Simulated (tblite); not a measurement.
C6H12O2SSi.
Structure used (GFN2-xTB), in Å, numbered top down from 1:
```
atom  x, y, z in Å
C1    -1.572   -1.876    0.177
C2    -1.547   -0.511    0.865
Si3   -0.404    0.717   -0.025
O4     1.037    0.032   -0.506
C5     1.830   -0.604    0.357
C6     3.006   -1.250   -0.312
O7     1.590   -0.636    1.532
C8    -0.287    2.472    0.714
S9    -1.237    3.190   -0.688
C10   -1.118    1.581   -1.567
H11   -2.248   -2.553    0.694
H12   -1.897   -1.786   -0.857
H13   -0.579   -2.319    0.185
H14   -2.562   -0.115    0.918
H15   -1.204   -0.644    1.892
H16    3.551   -0.503   -0.884
H17    3.655   -1.702    0.432
H18    2.649   -2.009   -1.005
H19   -0.803    2.662    1.649
H20    0.701    2.924    0.756
H21   -2.103    1.267   -1.895
H22   -0.469    1.682   -2.432
```

Calculated harmonic vibrations of the isolated species, GFN2-xTB (tblite), most abundant isotopes, no scaling. Errors from tens to a few hundred cm⁻¹ against measured bands are possible. One conformer, not necessarily the lowest.

Harmonic wavenumbers (cm⁻¹): 31.0, 39.8, 41.1, 55.0, 64.0, 89.0, 125.3, 160.3, 179.5, 202.9, 243.5, 272.4, 333.4, 417.8, 569.2, 592.9, 653.1, 690.5, 698.5, 707.1, 708.2, 721.9, 752.2, 801.2, 815.1, 958.4, 981.5, 985.4, 996.7, 1003.2, 1004.0, 1021.6, 1069.9, 1116.3, 1123.4, 1202.4, 1231.9, 1287.2, 1363.5, 1416.4, 1433.7, 1438.0, 1438.9, 1439.7, 1462.1, 1503.5, 1510.9, 1778.1, 2983.1, 2992.7, 2998.1, 3009.9, 3025.8, 3027.0, 3028.0, 3029.6, 3031.0, 3038.1, 3040.2, 3067.9.

A = 1468, B = 659.3, C = 554.6 MHz; mass 176.033 u (most abundant isotopes); point group C1, symmetry number 1.

Task: What is the zero-point energy?

Result: ½Σν̃ = 37502 cm⁻¹ = 448.62 kJ/mol.

Task: Entropy at 350 K, 1 bar (ideal gas, RRHO, classical rotation)?

Result: Translation 176.68, rotation 130.75, vibration 233.72: S = 541.1 J/(mol K).

Task: And Cp and H(350 K) − H(0)?

Result: Cp = 225.56 J/(mol K), of which vibrations give 192.31 (their classical limit is 60 R = 498.9); H(350 K) − H(0) = 49.25 kJ/mol without the zero-point energy, 37.61 from vibrations.

Task: Blend soft modes into free rotors: weight 1/[1 + (100 cm⁻¹/ν̃)⁴] for the oscillator and the rest for a rotor with moment μB/(μ + B), μ = h/(8π²ν), B = 10⁻⁴⁴ kg m². What vibrational entropy results?

Result: 199.96 J/(mol K) in place of 233.72, which changes −T·S at 350 K by +11.82 kJ/mol.

Task: What must be added to the electronic energy to get the Gibbs energy at 350 K and 1 bar?

Result: ZPE + [H(350 K) − H(0)] − T·S = 448.62 + 49.25 − 189.40 = 308.47 kJ/mol.

Task: Which modes carry the vibrational entropy at 350 K?

Result: 31.0 cm⁻¹: 25.45; 39.8 cm⁻¹: 23.38; 41.1 cm⁻¹: 23.11; 55.0 cm⁻¹: 20.69; 64.0 cm⁻¹: 19.44; 89.0 cm⁻¹: 16.72 J/(mol K); the other 54 give 104.93 together.

Task: How do the functions run with temperature in this model?

Result: 
```tsv
T (K)	S (J/(mol K))	Cp (J/(mol K))	H − H(0) (kJ/mol)	G − H(0) (kJ/mol)	ln q(vib)
50	281.4	81.6	2.85	-11.22	1.81
100	347.6	110.3	7.70	-27.06	4.58
298.15	507.0	200.7	38.20	-112.97	13.24
373.15	555.9	236.2	54.60	-152.85	16.03
500	632.5	287.6	87.95	-228.30	20.52
750	763.6	358.3	169.37	-403.32	28.65
1000	873.4	404.5	265.09	-608.32	35.99
```

q(vib) and H(0) count from the zero-point level.

Hindered rotation and anharmonicity are outside this model. Other conformers, if any are populated, would add a mixing term that is left out. The structure is chiral; the term R ln 2 for an equal mix with its mirror image is left out.

Hardware: one thread of an Arm Neoverse N1, shared host with 64 logical CPUs at a one-minute load of 57. Cost: 2.2 s. This covers the Hessian and the dipole derivatives.
